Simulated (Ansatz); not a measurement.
Reaction (cleavage of the Si–Ge bond): `F[SiH](S)[GeH3]` + HI → `F[SiH](S)I` + GeH₄

Program: Ansatz. Geometries: PBE0-D4/def2-TZVP. ΔE: electronic, gas phase. CBS: MP2 limit from def2 TZ/QZ plus the TZ coupled-cluster correction, frozen cores. DFT in def2-TZVPP. B3LYP here is the variant with VWN-RPA as its local correlation; programs differ in this. def2 core potentials past Kr. For Ge, I outer-core shells are correlated without core-valence functions, which leaves a few kJ/mol of doubt a bond. Scalar relativity is left out up to krypton. One conformer a species, not always the lowest.

`F[SiH](S)[GeH3]`:

Z-matrix (Å, degrees):
```
Si
S 1 2.123
Ge 1 2.377 2 111.0
F 1 1.604 2 111.6 3 -120.7
H 1 1.482 2 104.3 3 123.6
H 2 1.344 1 95.0 3 43.3
H 3 1.536 1 111.6 2 -171.2
H 3 1.536 1 109.3 2 67.9
H 3 1.538 1 109.1 2 -50.8
```

HI:

```xyz
2

I     0.385   -0.641   -0.298
H    -0.385    0.641    0.298
```

`F[SiH](S)I`:

```xyz
6

F     0.759   -0.410   -1.573
Si    0.372   -0.357   -0.030
S     0.093    1.626    0.635
I    -1.627   -1.705    0.219
H     1.485   -0.929    0.750
H    -1.082    1.776   -0.001
```

GeH₄:

Cartesian coordinates in Å:
```
Ge 0.000 0.000 0.000
H 1.427 -0.521 -0.213
H -1.006 -1.084 -0.408
H -0.221 1.252 -0.859
H -0.201 0.353 1.480
```

```json
{"level": "B3LYP", "ΔE (kJ/mol)": "-68.0"}
{"level": "MP2/def2-TZVPP", "ΔE (kJ/mol)": "-79.7"}
{"level": "CCSD/def2-TZVPP", "ΔE (kJ/mol)": "-67.6"}
{"level": "HF/def2-QZVPP", "ΔE (kJ/mol)": "-81.2"}
```

Question: What does CCSD(T)/CBS give? (Estimate.)

Answer: Computed: -74.3 kJ/mol. The listed levels differ from it by 6.3, -5.4, 6.7, -6.9 kJ/mol.

Largest T1 diagnostic among the species: 0.012.

From PBE to PBE0 (25 % exact exchange), in def2-TZVPP and without D4, ΔE moves by −4.3 kJ/mol.
